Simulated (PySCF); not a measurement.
## Ionisation energy of Zr²¹⁺ by level of theory

Zr²¹⁺ [Ar] 3d1 (2D) → Zr²²⁺ [Ar] (1S), as a difference of total energies. Calculation: PySCF 2.14, in an even-tempered Gaussian basis (19 s from 2.1 bohr⁻², ratio 2.5; 12 p from 2.7 bohr⁻², ratio 2.5; 8 d from 2.7 bohr⁻², ratio 2.5; 4 f from 9.4 bohr⁻², ratio 2.7; 3 g from 14 bohr⁻², ratio 2.7); scalar relativity by spin-free X2C-1e. Correlated levels: outer shells: [Ne] frozen; virtual orbitals above 40 to 60 times the deepest correlated orbital energy dropped. The calculations carry no spin-orbit coupling.

```csv
method,ionisation energy (eV)
UHF,920.34
LDA,921.70
PBE,922.05
PBE0,921.98
r2SCAN,922.39
B3LYP,922.41
M06,920.46
MP2 (outer shells),920.48
SCS-MP2 (outer shells),920.44
```

A first-order spin-orbit estimate (lowest level to lowest level, LS coupling) adds 2.095 eV.

Breit and QED terms and the two-electron picture change are absent.

For comparison: 922 ± 4 eV (theoretical estimate listed by NIST; NIST Atomic Spectra Database, ionization energies).
